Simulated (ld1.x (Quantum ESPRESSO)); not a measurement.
**Reading a pseudo-wave (fluorine)**

Columns: radius, all-electron u(r) and pseudo u(r) of the 2s shell (level -29.90 eV) of fluorine in the configuration [He] 2s2 2p5; PBE, scalar-relativistic, PAW scheme, ld1.x (Quantum ESPRESSO) 7.5.

| r (bohr) | all-electron | pseudo |
| --- | --- | --- |
| 0.045 | 0.3615 | -0.1135 |
| 0.090 | 0.4522 | -0.2252 |
| 0.135 | 0.3911 | -0.3337 |
| 0.180 | 0.2507 | -0.4372 |
| 0.225 | 0.0753 | -0.5345 |
| 0.270 | -0.1083 | -0.6244 |
| 0.315 | -0.2845 | -0.7060 |
| 0.360 | -0.4447 | -0.7786 |
| 0.405 | -0.5848 | -0.8417 |
| 0.450 | -0.7036 | -0.8954 |
| 0.495 | -0.8009 | -0.9395 |
| 0.540 | -0.8780 | -0.9745 |
| 0.585 | -0.9366 | -1.0007 |
| 0.630 | -0.9786 | -1.0189 |
| 0.675 | -1.0061 | -1.0295 |
| 0.720 | -1.0212 | -1.0333 |
| 0.765 | -1.0257 | -1.0310 |
| 0.810 | -1.0214 | -1.0231 |
| 0.855 | -1.0099 | -1.0101 |
| 0.900 | -0.9924 | -0.9924 |
| 0.945 | -0.9703 | -0.9703 |
| 0.990 | -0.9445 | -0.9445 |
| 1.035 | -0.9159 | -0.9159 |
| 1.080 | -0.8852 | -0.8852 |
| 1.125 | -0.8531 | -0.8531 |
| 1.170 | -0.8201 | -0.8201 |

How many radial nodes do the two functions have?

The all-electron 2s function has n − l − 1 = 1; the pseudo-wave has 0, since the states of the same l below it are removed with the core.

At about which radius was the pseudo-wave matched?

0.90 bohr, where the columns begin to agree (steps of 0.04 bohr).

Is the pseudo-wave norm-conserving?

No, it belongs to a PAW set: the norm inside the radius is not constrained, and the difference is carried by the augmentation charge.
